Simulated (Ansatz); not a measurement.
Steps of a relaxation of CH$_{6}$ClNSSi, SMILES `C[Si](N)(S)Cl` with RKS PBE-D4/def2-SVP.

```sh
$ ansatz run in.yaml --threads 4 --pin off --events-out ev --progress --plain --max-ram 10444MiB
```

```yaml
crystal:
  periodic: [false, false, false]
  atoms:
    - {symbol: C, position_ang: [-1.099200, 0.891100, -0.317300]}
    - {symbol: Si, position_ang: [0.360900, 0.107200, 0.292600]}
    - {symbol: N, position_ang: [0.976000, -0.994100, -0.833500]}
    - {symbol: S, position_ang: [0.021000, -1.038200, 2.018900]}
    - {symbol: Cl, position_ang: [1.820400, 1.469200, 0.691500]}
    - {symbol: H, position_ang: [-0.946300, 1.526100, -1.240500]}
    - {symbol: H, position_ang: [-1.533300, 1.633900, 0.412800]}
    - {symbol: H, position_ang: [-1.895300, 0.230000, -0.576100]}
    - {symbol: H, position_ang: [1.460700, -0.458000, -1.528200]}
    - {symbol: H, position_ang: [1.766400, -1.494800, -0.331700]}
    - {symbol: H, position_ang: [-0.865800, -1.929400, 1.432100]}
basis:
  gaussian: {orbitals: def2-SVP}
hamiltonian: {xc: pbe, dispersion: d4}
relax: {f_tol: 0.03, max_steps: 200}
```

Positions (Å) and forces (eV/Å) along the path, 9 of 9 steps:

```xyz
11
step=1 energy=-33834.7297 eV
C    -1.099    0.891   -0.317   -1.353    3.320   -0.713
Si    0.361    0.107    0.293    0.288   -0.676    0.637
N     0.976   -0.994   -0.834    1.357   -1.955    0.278
S     0.021   -1.038    2.019   -0.456   -0.747    1.137
Cl    1.820    1.469    0.692    0.708    1.021    0.578
H    -0.946    1.526   -1.240    0.219   -0.419    0.390
H    -1.533    1.634    0.413    0.282   -0.467   -0.166
H    -1.895    0.230   -0.576   -0.989   -1.183   -0.226
H     1.461   -0.458   -1.528    0.492    0.432   -1.346
H     1.766   -1.495   -0.332   -0.940    0.204   -0.651
H    -0.866   -1.929    1.432    0.392    0.469    0.081
11
step=2 energy=-33835.1368 eV
C    -1.116    0.912   -0.335   -0.957    1.262   -0.461
Si    0.356    0.056    0.290    0.752    0.231    1.070
N     0.998   -1.025   -0.891    0.824   -0.490    0.235
S     0.032   -1.005    2.144   -0.276   -0.219   -0.486
Cl    1.763    1.530    0.868   -0.092   -0.029   -0.066
H    -0.909    1.528   -1.247    0.116   -0.210    0.204
H    -1.539    1.623    0.414    0.190   -0.206   -0.055
H    -1.922    0.221   -0.610   -0.230   -0.374   -0.061
H     1.461   -0.489   -1.633   -0.052   -0.038   -0.372
H     1.763   -1.566   -0.436   -0.394    0.031   -0.324
H    -0.821   -1.842    1.457    0.119    0.042    0.318
11
step=3 energy=-33835.2276 eV
C    -1.123    0.946   -0.347   -0.378    0.169   -0.290
Si    0.384    0.083    0.305    0.190   -0.004    0.452
N     1.024   -1.034   -0.873    0.524    0.460   -0.230
S     0.007   -1.024    2.134   -0.080   -0.066   -0.194
Cl    1.763    1.592    0.904   -0.265   -0.317   -0.086
H    -0.884    1.552   -1.248    0.025   -0.027    0.043
H    -1.549    1.631    0.413    0.070   -0.026    0.024
H    -1.915    0.220   -0.636    0.132    0.013    0.056
H     1.402   -0.540   -1.710   -0.277   -0.356    0.295
H     1.811   -1.563   -0.467   -0.138   -0.071   -0.120
H    -0.855   -1.920    1.543    0.199    0.225    0.050
11
step=4 energy=-33835.2124 eV rejected
C    -1.124    0.947   -0.358    0.467   -0.272    0.285
Si    0.391    0.107    0.371    0.223    0.398   -0.288
N     1.150   -0.900   -0.792    0.586   -1.030   -0.594
S    -0.013   -1.023    2.136    0.066   -0.018    0.273
Cl    1.666    1.648    1.022    0.007    0.054    0.124
H    -0.889    1.469   -1.298    0.041    0.106   -0.229
H    -1.475    1.682    0.381   -0.210    0.184    0.106
H    -1.899    0.187   -0.533   -0.297   -0.099   -0.107
H     1.300   -0.624   -1.772   -0.207    0.147    0.287
H     1.792   -1.694   -0.582   -0.532    0.720    0.191
H    -0.832   -1.855    1.446   -0.144   -0.191   -0.048
11
step=5 energy=-33835.2753 eV
C    -1.124    0.953   -0.358    0.004   -0.057   -0.025
Si    0.389    0.098    0.335    0.063   -0.011    0.059
N     1.052   -0.999   -0.837    0.186    0.205   -0.331
S     0.010   -1.019    2.143   -0.043   -0.027   -0.045
Cl    1.731    1.597    0.968   -0.068   -0.057   -0.006
H    -0.873    1.544   -1.262    0.013    0.013   -0.019
H    -1.543    1.641    0.401   -0.013    0.026    0.014
H    -1.900    0.208   -0.630    0.025    0.016    0.005
H     1.330   -0.593   -1.748   -0.194   -0.126    0.255
H     1.824   -1.589   -0.508   -0.037   -0.037    0.069
H    -0.831   -1.897    1.517    0.063    0.055    0.023
11
step=6 energy=-33835.2804 eV
C    -1.108    0.957   -0.357   -0.054   -0.125   -0.044
Si    0.394    0.088    0.343   -0.059    0.131   -0.006
N     1.067   -0.993   -0.831   -0.004    0.019    0.105
S     0.007   -1.026    2.148    0.015   -0.001   -0.001
Cl    1.684    1.620    0.982    0.090   -0.016    0.056
H    -0.845    1.547   -1.259    0.016    0.004   -0.014
H    -1.531    1.649    0.396    0.012   -0.002    0.011
H    -1.884    0.215   -0.635   -0.025    0.027   -0.020
H     1.257   -0.626   -1.769    0.015   -0.036    0.002
H     1.842   -1.582   -0.507   -0.024    0.010   -0.086
H    -0.818   -1.905    1.510    0.016   -0.010   -0.004
11
step=7 energy=-33835.2800 eV rejected
C    -1.097    0.959   -0.386   -0.023    0.040    0.095
Si    0.383    0.104    0.387   -0.114   -0.079   -0.269
N     1.026   -0.965   -0.817    0.025    0.042    0.065
S     0.027   -1.021    2.183   -0.091   -0.102    0.024
Cl    1.690    1.587    1.075    0.116    0.144    0.029
H    -0.783    1.506   -1.301   -0.020   -0.029    0.033
H    -1.545    1.692    0.313    0.025   -0.009   -0.002
H    -1.873    0.218   -0.664    0.028    0.008   -0.019
H     1.153   -0.594   -1.765    0.012   -0.077    0.080
H     1.805   -1.574   -0.551    0.013    0.020   -0.054
H    -0.721   -1.971    1.546    0.030    0.040    0.017
11
step=8 energy=-33835.2862 eV
C    -1.106    0.958   -0.366   -0.015   -0.037   -0.031
Si    0.392    0.100    0.356   -0.025    0.030    0.040
N     1.061   -0.986   -0.814   -0.010    0.032   -0.017
S    -0.001   -1.020    2.156    0.004    0.010    0.010
Cl    1.698    1.611    1.017    0.025   -0.011    0.016
H    -0.831    1.538   -1.271    0.002    0.006   -0.004
H    -1.534    1.661    0.375    0.008   -0.003    0.003
H    -1.882    0.217   -0.644   -0.007    0.008   -0.008
H     1.198   -0.643   -1.770    0.009   -0.026    0.017
H     1.852   -1.566   -0.521   -0.006   -0.003   -0.024
H    -0.782   -1.928    1.502    0.014   -0.005   -0.002
11
step=9 energy=-33835.2874 eV
C    -1.107    0.963   -0.373    0.007    0.000    0.009
Si    0.386    0.107    0.363   -0.004    0.009    0.000
N     1.050   -0.979   -0.809    0.001   -0.018    0.000
S    -0.003   -1.011    2.164   -0.005   -0.007   -0.003
Cl    1.703    1.606    1.029   -0.002    0.010    0.005
H    -0.822    1.543   -1.275   -0.001    0.002   -0.001
H    -1.542    1.666    0.364   -0.001    0.000   -0.005
H    -1.881    0.222   -0.660    0.004    0.003   -0.001
H     1.190   -0.642   -1.766   -0.005   -0.006   -0.002
H     1.829   -1.578   -0.521    0.003    0.007   -0.005
H    -0.736   -1.953    1.503    0.002   -0.001    0.003
```

Run time 14 s (4 threads of an Arm Neoverse V1 on a shared host); peak host memory 0.19 GiB.
